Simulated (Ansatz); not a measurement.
Coupled-cluster run, BClGeH5N.

```yaml
crystal:
  periodic: [false, false, false]
  atoms:
    - {symbol: B, position_ang: [-0.789869, 1.160391, -0.844711]}
    - {symbol: Ge, position_ang: [0.688118, -0.056429, -0.165932]}
    - {symbol: N, position_ang: [0.687328, -0.837703, 1.443171]}
    - {symbol: Cl, position_ang: [-1.364417, -0.589298, -1.518021]}
    - {symbol: H, position_ang: [-0.496290, 1.880787, -1.748917]}
    - {symbol: H, position_ang: [-1.525165, 1.530167, 0.022146]}
    - {symbol: H, position_ang: [1.761541, -0.822253, -0.961200]}
    - {symbol: H, position_ang: [1.116919, -1.730955, 1.614487]}
    - {symbol: H, position_ang: [0.010336, -0.581008, 2.141976]}
basis:
  gaussian: {orbitals: def2-TZVPP}
correlation: {method: ccsd_t}
output: {orbitals: {seedname: orbitals}}
```

```sh
$ ansatz run in.yaml --threads 4 --pin off --events-out ev --progress --plain
```

Output of Ansatz, abridged:

```
Functional definition: HF
1334 factors; integrals over basis functions are off by at most 9.9e-4 eV
mean field evaluation 1: about -71208.5920 eV, gradient 3.5e1 eV
mean field evaluation 2: about -71208.7593 eV, gradient 3.5e1 eV
mean field evaluation 4: about -71211.5887 eV, gradient 3.6e0 eV
mean field evaluation 8: about -71211.6366 eV, gradient 2.2e-1 eV
mean field -71211.63675804 eV, -2616.9793818769 hartree, gradient 3.5e-6 eV, S^2 0.000000; 0 other end points of the search recorded, 0 dependent functions left out
16 core orbitals not correlated: weight in the atoms' cores, before any rotation towards them, 1.000 or more for the frozen orbitals, at most 0.000 for the correlated occupied ones
reference -71211.63675804 eV, -2616.9793818769 hartree; 17, 17 occupied and 189, 189 virtual orbitals, 1334 factors
second order -21.19149018 eV of doubles, -0.00000000 eV of singles
cycle   1  -21.49888094 eV  change   -3.1e-1 eV  update   1.0e-1
cycle   2  -22.07716747 eV  change   -5.8e-1 eV  update   3.0e-2
cycle   3  -22.17887528 eV  change   -1.0e-1 eV  update   1.6e-2
cycle   4  -22.16487716 eV  change    1.4e-2 eV  update   4.3e-3
cycle   5  -22.16428821 eV  change    5.9e-4 eV  update   2.4e-3
cycle   6  -22.16476660 eV  change   -4.8e-4 eV  update   7.1e-4
cycle   7  -22.16454310 eV  change    2.2e-4 eV  update   2.7e-4
cycle   8  -22.16460276 eV  change   -6.0e-5 eV  update   8.4e-5
cycle   9  -22.16462026 eV  change   -1.8e-5 eV  update   2.9e-5
perturbative correction -0.92526673 eV, -0.0340029253 hartree
Total energy: -71234.72664503 eV, -2617.8279195730 hartree
```

It took 110 s on 4 threads of a server CPU on a shared host, with 3.4 GiB of host memory at the peak.

MP2 recovers 91.8 % of the CCSD(T) correlation energy and the triples give 4.0 %; T1 = 0.0121.
